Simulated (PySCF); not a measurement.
Two structures of GaNH₄, singlet, reached by relaxing down either side of one saddle point (PBE0-D4/def2-TZVP). Energies are electronic, without zero-point energy. Program: PySCF 2.14 with density fitting (its default auxiliary sets; JK sets also for MP2 and CCSD(T)). Basis: def2-TZVPP and def2-QZVPP. Cores are frozen in the correlated methods. Filled d shells of the heavier atoms are correlated. The def2 sets are not built for correlating such inner shells, so the correlated values are less sure here. Extrapolation: Hartree–Fock as exp(−7.88 √X), correlation as X^−2.97. First:

| atom | x (Å) | y (Å) | z (Å) |
| --- | --- | --- | --- |
| Ga1 | 0.0260 | -0.7651 | 0.3869 |
| H2 | 1.3448 | -1.1274 | 1.1397 |
| N3 | -0.0296 | 0.8544 | -0.4267 |
| H4 | 0.7297 | 1.5135 | -0.4183 |
| H5 | -1.2482 | -1.6590 | 0.2646 |
| H6 | -0.8215 | 1.2006 | -0.9407 |

Second:

Ga1  (-0.946, -0.456, -0.179)
H2  (1.908, -0.526, 1.030)
N3  (-0.475, 1.087, -0.705)
H4  (1.701, 0.091, 0.656)
H5  (-1.038, -1.854, 0.436)
H6  (-1.120, 1.661, -1.240)
(Å)

**Question.** Which bonds change from the first to the second?

**Answer.** GaNH₄ ([NH2][GaH2]) → GaNH₂ ([NH][GaH]) + H₂; bonds formed: H2–H4; bonds broken: Ga1–H2, N3–H4.

**Question.** Give the saddle point's structure and its height above each. (To be estimated.)

**Answer.** By the calculation: 320.6 kJ/mol above the first and 76.7 kJ/mol above the second (CCSD(T) at an estimated basis limit (MP2 extrapolated from triple and quadruple zeta, plus CCSD(T) − MP2 in triple zeta)).
Ga1  (-0.418, -0.679, 0.153)
H2  (1.378, -0.160, 0.646)
N3  (-0.236, 0.921, -0.536)
H4  (1.000, 0.544, 0.155)
H5  (-0.815, -2.085, 0.653)
H6  (-0.909, 1.459, -1.070)
(Å)

No T1 diagnostic of these runs exceeds 0.025. The restricted Hartree–Fock reference is unstable towards an unrestricted one at one or more of these structures.

Labels in which every atom is bracketed show which atoms are joined, not bond orders.

For scale, one of the runs: CCSD(T)/def2-TZVPP, 135 basis functions, launched by `OMP_NUM_THREADS=4 python run.py`. Time: 2.4 min of wall clock on 4 CPU threads of an AMD EPYC; the host was shared. Peak host memory: 0.81 GiB.
